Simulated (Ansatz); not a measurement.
System: CBr3, net charge 0, doublet state. It need not be the lowest isomer of its formula. SMILES: Br[C](Br)Br
Structure (B3LYP-D3(BJ)/def2-TZVP (Ansatz, an electronic-structure program) minimum search):
```xyz
4

C      0.2839    -0.0644    -0.0203
Br     0.3475     1.7598    -0.4795
Br    -0.0002    -0.4914     1.7906
Br    -0.3960    -1.2574    -1.3076
```
Charge 0, spin multiplicity 2.

Parts of the frozen-core correlation energy in 6-31G (Ansatz, hartree). Frozen orbitals: 43; correlated occupied orbitals by spin: 13 and 12; virtual: 40 and 41. UHF or UKS for open shells. Spin-orbit coupling is left out. No relativistic terms.

| term | value |
|---|---|
| reference (HF) | -7753.92570 |
| MP2 opposite-spin | ___ |
| MP2 same-spin | ___ |
| CCSD correlation | -0.22446 |
| (T) | ___ |
| T1 diagnostic | 0.017 |
| largest doubles amplitude | 0.046 |
| <S^2> of the reference | 0.778 |

Problem. Some entries are withheld; supply them.

Solution. 
- MP2 opposite-spin, value: -0.14819
- MP2 same-spin, value: -0.05100
- (T), value: -0.00679
